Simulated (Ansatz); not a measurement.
Input (CCSDT(Q)/def2-SVP; Ansatz, an electronic-structure program):

Ansatz 0.2 input:
```yaml
crystal:
  periodic: [false, false, false]
  atoms:
    - {symbol: C, position_ang: [-2.42064385, 0.21756356, 0.39228299]}
    - {symbol: C, position_ang: [-1.12411016, 0.81595413, 0.18637321]}
    - {symbol: I, position_ang: [0.57896138, -0.16011627, -0.09446031]}
    - {symbol: H, position_ang: [-2.83164320, 0.62143157, 1.33418599]}
    - {symbol: H, position_ang: [-3.10653613, 0.63143643, -0.36763287]}
    - {symbol: H, position_ang: [-2.44209372, -0.86759758, 0.38936819]}
    - {symbol: H, position_ang: [-1.03615606, 1.89978568, 0.17853785]}
basis:
  gaussian:
    orbitals: def2-SVP
total_charge: 1
magnetization: {spin_polarized: false}
correlation: {method: ccsdt_q, electrons: outside_noble_gas}
```

Output:

```
Functional definition: HF
integrals: 0.09 GiB planned
1528 factors; integrals over basis functions are off by at most 2.1e-7 eV
mean field: 0.31 GiB planned
mean field evaluation 1: about -10183.5623 eV, gradient 2.8e1 eV
mean field evaluation 2: about -10183.6771 eV, gradient 2.8e1 eV
mean field evaluation 4: about -10185.9701 eV, gradient 3.4e0 eV
mean field evaluation 8: about -10186.0464 eV, gradient 5.6e-1 eV
mean field evaluation 16: about -10186.0520 eV, gradient 1.6e-6 eV
mean field -10186.05198861 eV, -374.3305062276 hartree, gradient 1.8e-6 eV, S^2 0.000000; 0 other end points of the search recorded, 0 dependent functions left out
11 core orbitals not correlated
reference -10186.05198861 eV, -374.3305062276 hartree; 9, 9 occupied and 54, 54 virtual orbitals, 1528 factors
second order -9.93994596 eV of doubles, -0.00000000 eV of singles
coupled cluster: 1.32 GiB planned
cycle   1  -10.47749146 eV  change   -5.4e-1 eV  update   1.3e-1
cycle   2  -11.01797901 eV  change   -5.4e-1 eV  update   6.9e-2
cycle   3  -11.44328703 eV  change   -4.3e-1 eV  update   4.3e-2
cycle   4  -11.42456235 eV  change    1.9e-2 eV  update   2.1e-2
cycle   5  -11.39418919 eV  change    3.0e-2 eV  update   1.2e-2
cycle   6  -11.40683832 eV  change   -1.3e-2 eV  update   3.7e-3
cycle   7  -11.41094642 eV  change   -4.1e-3 eV  update   2.0e-3
cycle   8  -11.40918766 eV  change    1.8e-3 eV  update   7.5e-4
cycle   9  -11.40950163 eV  change   -3.1e-4 eV  update   3.8e-4
cycle  10  -11.40983390 eV  change   -3.3e-4 eV  update   1.1e-4
cycle  11  -11.40966524 eV  change    1.7e-4 eV  update   4.0e-5
cycle  12  -11.40973139 eV  change   -6.6e-5 eV  update   1.8e-5
cycle  13  -11.40973948 eV  change   -8.1e-6 eV  update   7.3e-6
cycle  14  -11.40974014 eV  change   -6.6e-7 eV  update   2.8e-6
cycle  15  -11.40974219 eV  change   -2.0e-6 eV  update   1.0e-6
cycle  16  -11.40974305 eV  change   -8.6e-7 eV  update   5.3e-7
coupled cluster: 1.32 GiB planned
perturbative correction -0.02764718 eV, -0.0010160152 hartree
Total energy: -10197.48937884 eV, -374.7508225660 hartree
```

 The CCSD(T) runs of this state have a T1 diagnostic of up to 0.032.
